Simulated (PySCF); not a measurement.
C₃H₈OSi.

```xyz
13

C     -0.4824     2.4275     0.0000
C      0.6419     1.7020     0.0000
O      0.7404     0.3522     0.0000
Si    -0.5134    -0.7815     0.0000
C      0.3095    -2.4568     0.0000
H     -1.4778     1.9754     0.0000
H     -0.4196     3.5165     0.0000
H      1.6290     2.1781     0.0000
H     -1.3593    -0.5820    -1.2128
H     -1.3593    -0.5820     1.2128
H      0.9427    -2.5801    -0.8925
H     -0.4475    -3.2578     0.0000
H      0.9427    -2.5801     0.8925
```

Coordinates come from a B3LYP-D3(BJ)/def2-SVP optimisation. The values are those of a single conformer.

Calculation: PBE/pcSseg-1 (PySCF). Non-relativistic, no solvent.

Question: Give the absolute GIAO shielding of each atom: isotropic value and principal components (ppm). (The exact figures need the calculation; the answer reports its results.)

Answer: 
| atom | σ(iso) | σ11 | σ22 | σ33 | span |
|---|---|---|---|---|---|
| C1 | 87.7 | -3.9 | 112.4 | 154.5 | 158.3 |
| C2 | 23.0 | -80.8 | 54.3 | 95.6 | 176.3 |
| O3 | 196.8 | 105.3 | 201.8 | 283.2 | 178.0 |
| Si4 | 350.7 | 290.2 | 351.6 | 410.2 | 120.0 |
| C5 | 184.7 | 174.2 | 186.0 | 194.1 | 19.9 |
| H6 | 26.9 | 24.4 | 25.3 | 31.0 | 6.6 |
| H7 | 27.0 | 25.5 | 26.0 | 29.5 | 4.0 |
| H8 | 24.6 | 21.2 | 25.6 | 27.0 | 5.8 |
| H9 | 26.0 | 22.8 | 25.1 | 30.2 | 7.4 |
| H10 | 26.0 | 22.8 | 25.1 | 30.2 | 7.4 |
| H11 | 30.6 | 26.6 | 28.2 | 36.9 | 10.4 |
| H12 | 31.2 | 27.4 | 27.9 | 38.4 | 11.0 |
| H13 | 30.6 | 26.6 | 28.2 | 36.9 | 10.4 |
